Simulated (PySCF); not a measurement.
The numbers are results of PySCF 2.14.0 with PBE0-D4/def2-TZVP // PBE0-D4/def2-SVP, not measurements. All species are isolated molecules in the gas phase. One relaxed conformer stands for a flexible species; it need not be the lowest. Excitations are Tamm–Dancoff values on a coarser integration grid. The basis has no diffuse functions, so Rydberg states are missing or too high.

Reference species (SMILES): `B[C@@]12CC[C@@H](C1)[C@@H](C=O)C2` (neutral, multiplicity 1).

| Property | Result |
|---|---|
| T1 excitation (TDA) | 3.71 eV |
| S1–T1 gap (TDA) | 0.66 eV |
| HOMO–LUMO gap | 6.16 eV |

After one change: the T1 excitation (TDA) falls by 0.15 eV; the S1–T1 gap (TDA) decreases by 0.03 eV; the HOMO–LUMO gap falls by 0.41 eV.

Q: What was changed between the two runs? The new species is one of these.
(A) `B[C@@H]1C[C@H]2C[C@@H]1C[C@@H]2C=O`
(B) `B[C@@H]1C[C@H]2CC[C@@H]1[C@H]2C=O`
(C) `B[C@]1(C=O)[C@H]2CC[C@@H]1CC2`
(D) `B[C@]12CC[C@](C=O)(CC1)C2`

A: D, `B[C@]12CC[C@](C=O)(CC1)C2`
